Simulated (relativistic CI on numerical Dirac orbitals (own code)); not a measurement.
**Co10+: what numerical and physical settings do to a radial Dirac CI calculation**

Reference input:

```
atom Co  Z=27  charge=10  electrons=17
nucleus A=59  rms_radius_fm=3.7875
hamiltonian dirac-coulomb  breit=on  qed=on  c_scale=1
orbitals kli  potential=per-configuration
slater_scale 1
correlation none
mixing on
grid step=0.0125 r_max=9.3
scf mixing=0.4 start=green max_iterations=150 tolerance=2e-08 node_fill=0.05
configurations
  [Ne] 3s2 3p5
end
```

Computed lowest total energy -1353.48809 Ha, first excitation 19581.6 cm⁻¹, 10 SCF steps. Runs with settings changed; * marks those that are bad on purpose (the QED terms keep the true α when c is scaled):

```
                                                                 Changed        Outcome  Lowest level    ΔE (Ha)  First excitation (cm⁻¹)  SCF steps                                      Message
                      end of the grid at 13.95 bohr, speed of light × 10      converged   3p5 2P°_3/2       10.1                    196.3         10                                             
                         grid step 0.04, QED terms off, Slater scale 1.2      converged   3p5 2P°_3/2     -0.357                  19552.0         10                                             
                                nuclear radius 3.4087 fm, grid step 0.04      converged   3p5 2P°_3/2  -0.000567                  19581.6         10                                             
SCF mixing 0.7, node fill of the KLI weights 0, nuclear radius 4.9238 fm      converged   3p5 2P°_3/2    0.00479                  19558.9          8                                             
                                                     iteration limit 6 *  not converged                                                            6  SCF of 1s2 2s2 2p6 3s2 3p5 did not converge
                                                   SCF tolerance 1e-14 *      converged   3p5 2P°_3/2  -3.18e-12                  19581.6         26
```
